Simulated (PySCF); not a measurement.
HGa (SMILES [GaH]), singlet, geometry from GFN2-xTB (such geometries of metal compounds can be far from the true shape); PySCF with PBE-D3ZERO/6-311G**.

Input for PySCF:
```python
from pyscf import gto, scf, dft

mol = gto.M(
    atom='''
Ga   -0.00000000   -0.00000000   -0.05952365
H     0.00000000    0.00000000    1.84523317
''',
    basis='6-311g**',
    verbose=4,
)

mf = dft.RKS(mol)
mf.xc = 'pbe'
mf.disp = 'd3zero'
mf.kernel()
mf.analyze()
```

Output, abridged:

```
PySCF version 2.14.0

[INPUT] verbose = 4
[INPUT] num. atoms = 2
[INPUT] num. electrons = 32
[INPUT] charge = 0
[INPUT] spin (= nelec alpha-beta = 2S) = 0
[INPUT] symmetry False subgroup None
[INPUT] Mole.unit = angstrom
[INPUT] Symbol           X                Y                Z      unit          X                Y                Z       unit  Magmom
[INPUT]  1 Ga     0.000000000000   0.000000000000  -0.059523650000 AA    0.000000000000   0.000000000000  -0.112483396434 Bohr   0.0
[INPUT]  2 H      0.000000000000   0.000000000000   1.845233170000 AA    0.000000000000   0.000000000000   3.486985327263 Bohr   0.0

nuclear repulsion = 8.61238209847701
number of shells = 22
number of NR pGTOs = 92
number of NR cGTOs = 50
basis = 6-311g**
ecp = {}

******** <class 'pyscf.dft.rks.RKS'> ********
method = RKS
initial guess = minao
damping factor = 0
level_shift factor = 0
DIIS = <class 'pyscf.scf.diis.CDIIS'>
diis_start_cycle = 1
diis_space = 8
diis_damp = 0
SCF conv_tol = 1e-09
SCF conv_tol_grad = None
SCF max_cycles = 50
direct_scf = True
direct_scf_tol = 1e-13
XC library pyscf.dft.libxc version 7.1.2
    S. Lehtola, C. Steigemann, M. J. T. Oliveira, and M. A. L. Marques,  SoftwareX 7, 1–5 (2018)
XC functionals = pbe
    J. P. Perdew, K. Burke, and M. Ernzerhof,  Phys. Rev. Lett. 77, 3865 (1996)
    J. P. Perdew, K. Burke, and M. Ernzerhof,  Phys. Rev. Lett. 78, 1396 (1997)
    J. P. Perdew, K. Burke, and M. Ernzerhof,  Phys. Rev. Lett. 77, 3865 (1996)
    J. P. Perdew, K. Burke, and M. Ernzerhof,  Phys. Rev. Lett. 78, 1396 (1997)
radial grids:
    Treutler-Ahlrichs [JCP 102, 346 (1995); DOI:10.1063/1.469408] (M4) radial grids

becke partition: Becke, JCP 88, 2547 (1988); DOI:10.1063/1.454033
pruning grids: <function nwchem_prune>
grids dens level: 3
symmetrized grids: False
atomic radii adjust function: <function treutler_atomic_radii_adjust>
small_rho_cutoff = 0
Set gradient conv threshold to 3.16228e-05
Initial guess from minao.
tot grids = 30712
Calc dispersion correction with DFTD3.
Parameters: xc=pbe, version=d3zero, atm=False
init E= -1923.34719141883
  HOMO = -0.203328367135889  LUMO = -0.0837296812792274  gap/eV = 3.25445
cycle= 1 E= -1924.97380126487  delta_E= -1.63  |g|= 1.81  |ddm|= 0.995
  HOMO = -0.179059812523738  LUMO = -0.127472378368891  gap/eV = 1.40377
cycle= 2 E= -1924.80833568029  delta_E= 0.165  |g|= 1.87  |ddm|= 1.28
  HOMO = -0.180887731517445  LUMO = -0.0847746842348195  gap/eV = 2.61537
cycle= 3 E= -1925.05373834124  delta_E= -0.245  |g|= 0.583  |ddm|= 1.06
  HOMO = -0.186426387271592  LUMO = -0.0954256208782431  gap/eV = 2.47626
cycle= 4 E= -1925.07956159359  delta_E= -0.0258  |g|= 0.0106  |ddm|= 0.259
  HOMO = -0.183650743423282  LUMO = -0.0959299483306124  gap/eV = 2.38700
cycle= 5 E= -1925.0795507302  delta_E= 1.09e-05  |g|= 0.00914  |ddm|= 0.0312
  HOMO = -0.184836830935112  LUMO = -0.0955382962662482  gap/eV = 2.42994
cycle= 6 E= -1925.07960619141  delta_E= -5.55e-05  |g|= 0.00143  |ddm|= 0.019
  HOMO = -0.184895671890207  LUMO = -0.095619033237452  gap/eV = 2.42934
cycle= 7 E= -1925.07960677163  delta_E= -5.8e-07  |g|= 0.000221  |ddm|= 0.00216
  HOMO = -0.184897555781469  LUMO = -0.0956292920807626  gap/eV = 2.42911
cycle= 8 E= -1925.07960677989  delta_E= -8.26e-09  |g|= 1.81e-05  |ddm|= 0.000234
  HOMO = -0.184892374970178  LUMO = -0.0956248426249407  gap/eV = 2.42909
cycle= 9 E= -1925.07960677998  delta_E= -8.44e-11  |g|= 7.2e-07  |ddm|= 3.89e-05
  HOMO = -0.184892595807171  LUMO = -0.0956251007156865  gap/eV = 2.42909
Extra cycle  E= -1925.07960677998  delta_E= 2.27e-13  |g|= 1.23e-06  |ddm|= 3.74e-06
converged SCF energy = -1925.07960677998
**** SCF Summaries ****
Total Energy =                       -1925.079606779977212
Nuclear Repulsion Energy =               8.612382098477012
One-electron Energy =                -2700.833716618298695
Two-electron Energy =                  767.141738976932629
Two-electron Coulomb Energy =          842.158205023829623
DFT Exchange-Correlation Energy =      -75.016466046896980
HOMO-LUMO gap [eV] =                     2.429092267972839
Empirical Dispersion Energy =           -0.000011237087987
**** MO energy ****
MO #1   energy= -370.929623011536  occ= 2
MO #2   energy= -45.3380422061089  occ= 2
MO #3   energy= -40.1815746400729  occ= 2
MO #4   energy= -40.1815746400712  occ= 2
MO #5   energy= -40.1783316492999  occ= 2
MO #6   energy= -5.27140832473822  occ= 2
MO #7   energy= -3.60098001291824  occ= 2
MO #8   energy= -3.60098001291769  occ= 2
MO #9   energy= -3.59033795808626  occ= 2
MO #10  energy= -0.732906966612675 occ= 2
MO #11  energy= -0.732906943338648 occ= 2
MO #12  energy= -0.724344392443156 occ= 2
MO #13  energy= -0.724344392441682 occ= 2
MO #14  energy= -0.722235565459998 occ= 2
MO #15  energy= -0.34041302526245  occ= 2
MO #16  energy= -0.184892595807171 occ= 2
MO #17  energy= -0.0956251007156865 occ= 0
MO #18  energy= -0.095625100715281 occ= 0
MO #19  energy= 0.0156940707926981 occ= 0
MO #20  energy= 0.0816718411251947 occ= 0
MO #21  energy= 0.090322532739819  occ= 0
MO #22  energy= 0.090322532740471  occ= 0
MO #23  energy= 0.137599688745778  occ= 0
MO #24  energy= 0.259693669813506  occ= 0
 ** Mulliken pop on meta-lowdin orthogonal AOs  **
 ** Mulliken pop  **
 ** Mulliken atomic charges  **
charge of    0Ga =      0.14141
charge of    1H =     -0.14141
Dipole moment(X, Y, Z, Debye): -0.00000, -0.00000, -1.34725
```
